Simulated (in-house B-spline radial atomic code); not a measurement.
## PBE0 excitations of the potassium ion K⁺

Method: PBE0. Computed with a B-spline radial code for spherical atoms: linear response of the closed shell [Ne] 3s2 3p6 with the functional's adiabatic kernel; non-relativistic, point nucleus, no spin-orbit coupling, no double excitations, S, P, D and F terms only. Only terms of natural parity with L up to 3 were computed.

Command:
```bash
python run_td.py task.json out
```
Settings (radii: box in bohr, nucleus in fm):
```
Z                        19
electrons                18
configuration            [Ne] 3s2 3p6
hamiltonian              nr
method                   pbe0
box_radius               41.61
intervals                55
```

Cost of the run: 0.5 s on 1 thread of Intel(R) Xeon(R) Platinum 8375C CPU @ 2.90GHz (Ice Lake), with other jobs on the host.

The lowest states, in the order of their Tamm-Dancoff energies; the method's threshold (minus the highest occupied level) is 26.922 eV. Labels give the largest channel, * marks a mixed state, and oscillator strengths are full-response dipole values. Semilocal kernels can invert the small singlet-triplet splittings of Rydberg terms. Energies in eV:

| state | full response | Tamm-Dancoff | oscillator strength |
| --- | --- | --- | --- |
| 3p → 4s 3P | 19.272 | 19.282 | - |
| 3p → 4s 1P | 19.618 | 19.625 | 0.378 |
| 3p → 3d 3P | 19.993 | 20.066 | - |
| 3p → 3d 3F | ? | ? | - |
| 3p → 4p 3S | 21.541 | 21.559 | - |
| 3p → 3d 1F | 21.697 | 21.703 | - |
| 3p → 4p 3D | 21.861 | 21.871 | - |
| 3p → 4p 1D | 22.029 | 22.032 | - |
| 3p → 4p 1S | 22.735 | 22.811 | - |
| 3p → 3d 1P | 23.767 | 23.889 | 0.994 |
| 3p → 5s 3P | 24.162 | 24.164 | - |
| 3p → 5s 1P | 24.223 | 24.224 | 0.0646 |
| 3p → 4d 3P | 24.675 | 24.680 | - |
| 3p → 4d 3F | 24.702 | 24.711 | - |
| 3p → 5p 3S | 24.741 | 24.745 | - |
| 3p → 5p 3D | 24.799 | 24.801 | - |
| 3p → 5p 1D | 24.834 | 24.834 | - |
| 3p → 4d 1F | 24.852 | 24.853 | - |
| 3p → 5p 1S | ? | ? | - |

Task: Where does 3p → 5p 1S lie?

Result: At 25.011 eV in full response, 25.032 eV in Tamm-Dancoff.

Task: Where does 3p → 3d 3F lie?

Result: At 20.205 eV in full response, 20.339 eV in Tamm-Dancoff.

Task: How large is the singlet-triplet splitting of 3p → 4s (P terms) in Tamm-Dancoff?

Result: 0.343 eV, from the unrounded values.

Task: What polarisabilities and dispersion coefficient does the method give?

Result: Dipole 5.605 bohr³, quadrupole 17.4 bohr⁵, C6 23.97 hartree·bohr⁶ for two such species.
